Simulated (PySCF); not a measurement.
A PySCF script (with the pyscf-properties extension) for the NMR shieldings of SMILES C=C/C=C(/C=C/C)B(Cl)Cl, C₇H₉BCl₂, on a GFN2-xTB geometry:

```python
import basis_set_exchange as bse
import numpy as np
from pyscf import gto, dft
from pyscf.prop import nmr

atoms = """
C     3.714157   -1.003012    0.496632
C     2.708803   -0.277631    0.007138
C     1.330701   -0.528721    0.326316
C     0.270411    0.175756   -0.142171
C    -1.058711   -0.191676    0.320623
C    -2.205775    0.303404   -0.147071
C    -3.552260   -0.097702    0.343135
B     0.426518    1.385053   -1.135859
Cl    1.045317    1.169797   -2.728805
Cl   -0.037000    2.974196   -0.659235
H     3.539755   -1.825135    1.171224
H     4.739594   -0.800539    0.241459
H     2.915790    0.545280   -0.663483
H     1.151396   -1.344620    1.017013
H    -1.090853   -0.948057    1.095331
H    -2.198819    1.046654   -0.933226
H    -4.152306   -0.486393   -0.479798
H    -3.480206   -0.856910    1.117867
H    -4.076316    0.769506    0.745445
"""
names = dict.fromkeys(["C", "B", "Cl", "H"], "pcSseg-1")
basis = {el: gto.basis.parse(bse.get_basis(n, elements=[el], fmt="nwchem")) for el, n in names.items()}
mol = gto.M(atom=atoms, basis=basis, charge=0, verbose=0)
mf = dft.RKS(mol, xc="PBE0")
mf.grids.level = 2
mf.grids.alignment = dft.numint.BLKSIZE   # the property module wants whole blocks of grid points
mf.conv_tol = 1e-9
mf.kernel()

calc = nmr.RKS(mf)   # GIAO
C = mf.mo_coeff
Co = C[:, mf.mo_occ > 0]
resp = mf.gen_response(singlet=True, hermi=2)
def vind(x):   # induced exchange potential for any number of trial vectors
    d = np.einsum("pi,xij,qj->xpq", C, 2 * x.reshape(-1, C.shape[1], Co.shape[1]), Co, optimize=True)
    return np.einsum("xpq,pi,qj->xij", resp(d - d.transpose(0, 2, 1)), C, Co, optimize=True).ravel()
mo1, _ = nmr.rhf.solve_mo1(calc, with_cphf=vind)
sigma = calc.kernel(mo1)
for i, s in enumerate(sigma):   # ppm
    print("%2d %-2s %9.2f" % (i, mol.atom_pure_symbol(i), np.trace(s) / 3))
```

Task: Give the expected output.

Result: 
```
 0 C      59.12
 1 C      42.78
 2 C      39.31
 3 C      34.63
 4 C      44.01
 5 C      45.43
 6 C     163.58
 7 B      39.90
 8 Cl    632.12
 9 Cl    644.43
10 H      26.12
11 H      26.18
12 H      25.02
13 H      25.32
14 H      25.43
15 H      25.94
16 H      29.63
17 H      29.90
18 H      29.60
```

These numbers come from an equivalent density-fitted implementation of the same equations, which agrees with the script to about 0.01 ppm for H and up to a few tenths of a ppm for heavy atoms, so last digits may differ.

Size and cost of the density-fitted run: 229 basis functions, 110 s wall time on 1 thread of an Arm Neoverse N1, shared host; peak memory 1.1 GiB.
